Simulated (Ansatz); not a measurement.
CH$_{3}$BClGa, relaxed with RKS PBE0-D4/def2-TZVP in Ansatz from a PBE-D4/def2-SVP geometry. The force threshold is 0.005 eV/Å; the program also tests the step.

Total charge 0; spin multiplicity 1. The bonds changed during the relaxation, so this is another structure than the one it started from.

Start:

```xyz
7

Cl    1.890   -0.867   -0.049
C     0.107   -0.735   -0.309
B    -0.559    0.574   -0.375
Ga    0.551    0.503    1.775
H    -0.328   -1.746   -0.311
H     0.107    1.611   -0.249
H    -1.769    0.660   -0.483
```

(1) How much energy does the relaxation release, and in how many steps? (Best estimate.)

(2) Which bonds change most? (Best estimate.)

(3) Give the relaxed structure. (Best estimate.)

## Answers

(1) Computed: 0.04 eV, in 7 steps.

(2) Ansatz gave: C2–Ga4 from 2.464 to 2.396 Å; Cl1–Ga4 from 2.645 to 2.585 Å; Cl1–C2 from 1.807 to 1.777 Å; B3–Ga4 from 2.421 to 2.447 Å.

(3) The calculation gave: 
```xyz
7

Cl    1.866   -0.839   -0.056
C     0.108   -0.711   -0.280
B    -0.556    0.580   -0.392
Ga    0.557    0.424    1.781
H    -0.324   -1.703   -0.273
H     0.095    1.602   -0.288
H    -1.746    0.648   -0.491
```
